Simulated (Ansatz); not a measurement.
`C[CH2][AlH][SeH]` + `C[SiH](F)Cl` → `C[Si](F)(Cl)[SeH]` + `C[CH2][AlH2]` at 298.15 K and 1 bar (formal exchange of groups at the Se–Al bond).

Calculated with Ansatz (gas phase, PBE0-D4/def2-TZVP geometries, no zero-point term in ΔE). CCSD(T)/CBS adds triple-zeta CCSD(T) − MP2 to the extrapolated MP2 energy (def2 sets, frozen cores). For Se outer-core shells are correlated without core-valence functions, which leaves a few kJ/mol of doubt a bond. Scalar relativity is left out up to krypton. One conformer a species, not always the lowest.

```tsv
species	CCSD(T)/CBS energy (Eh)	H − E (kJ/mol)	S (J/(mol·K))
`C[CH2][AlH][SeH]`	-2723.08028	231.2	358.0
`C[SiH](F)Cl`	-889.24457	149.3	318.0
`C[Si](F)(Cl)[SeH]`	-3289.98488	155.5	374.3
`C[CH2][AlH2]`	-322.31200	219.9	307.9
```

H − E and S are ideal-gas, rigid-rotor, harmonic terms from PBE0-D4/def2-TZVP, for one conformer and one mirror image of each species. 1 Eh = 2625.50 kJ/mol, R = 8.31446 J/(mol·K).

Problem. By hand: ΔE, ΔH, ΔS and ΔG.

Solution. ΔE = (-3289.98488) + (-322.31200) − (-2723.08028) − (-889.24457) = 0.02797 Eh = 73.4 kJ/mol. Δ(H − E) = 155.5 + 219.9 − 231.2 − 149.3 = -5.1, so ΔH = 68.3 kJ/mol. ΔS = 374.3 + 307.9 − 358.0 − 318.0 = 6.2 J/(mol·K). ΔG = 68.3 − 298.15 × (6.2)/1000 = 66.5 kJ/mol.

Problem. By hand: the equilibrium constant, and the temperature at which ΔG would vanish if ΔH and ΔS stayed fixed.

Solution. log₁₀ K = −ΔG/(RT ln 10) = -11.7. ΔG = 0 at ΔH/ΔS = 11016 K, far beyond where these terms or the molecules hold.

The number of gas molecules stays the same, so ΔS is small and ΔH decides. A doubt of 5 kJ/mol in ΔE shifts log₁₀ K by 0.9 here. Other conformers and mirror images would add mixing entropy, several J/(mol·K) or more a flexible species. These are equilibria of isolated gas molecules and say nothing of rates. Largest T1 diagnostic: 0.010 (customary marks: 0.02 for closed shells, 0.045 for open ones).
